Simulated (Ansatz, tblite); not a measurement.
Isomers of Pd$_{2}$O$_{2}$⁻ (doublet), found by a short tight-binding search and relaxed with r2SCAN-D4/def2-TZVPD in Ansatz.

In the def2 sets Pd takes a core potential; there is no spin–orbit coupling. The xTB rows come from tblite.

Run but left out: HF/def2-SVPD, MP2/def2-SVPD, CCSD/def2-SVPD, CCSD(T)/def2-SVPD (flagged by the program: other amplitudes); HF/def2-TZVPD (A: ⟨S²⟩ 2.68, where a pure state has 0.75); PBE0-D4/def2-TZVPD, LC-ωPBE/def2-TZVPD (B: ⟨S²⟩ 1.26 to 1.51, where a pure state has 0.75).

A: At PBE-D4/def2-TZVPD, r2SCAN-D4/def2-TZVPD the highest occupied level of the charge -1 doublet lies above zero (up to 0.45 eV). It is a level of β spin, whose loss leaves a triplet; that state wasn't run at this geometry and level. The electron is either unbound and held by the finite basis, or the level is raised by self-interaction error. At r2SCAN-D4/def2-TZVPD the charge -1 doublet is spin-contaminated (final ⟨S²⟩ up to 0.88, 0.75 for a pure state). It holds 1 O–O bond. B: At PBE-D4/def2-TZVPD, r2SCAN-D4/def2-TZVPD the highest occupied level of the charge -1 doublet lies above zero (up to 0.39 eV). By energy differences its removal costs 2.25 eV (vertical, to the charge 0 triplet, at PBE-D4/def2-TZVPD); a positive level beside a positive removal energy at the same level points to self-interaction error.

Other spin states were run for one of them alone.

A:

```xyz
4

Pd   -1.595    1.335   -0.987
Pd    1.593   -1.335    0.990
O    -0.637    0.130    0.185
O     0.639   -0.130   -0.189
```

B:

```xyz
4

Pd    0.055    1.240    0.140
Pd   -0.055   -1.240   -0.140
O    -0.667    0.182   -1.354
O     0.667   -0.182    1.354
```

**Question.** Estimate which lies lowest at each level, and how far above it the others are (kJ/mol).

**Answer.** 
```json
{"level": "GFN1-xTB", "A": "212.6", "B": "0.0"}
{"level": "GFN2-xTB", "A": "178.6", "B": "0.0"}
{"level": "PBE-D4/def2-TZVPD", "A": "144.9", "B": "0.0"}
{"level": "r2SCAN-D4/def2-TZVPD", "A": "168.5", "B": "0.0"}
```
Point groups (tolerance 0.1 Å): A C2h, B D2h. Lower isomers may exist.
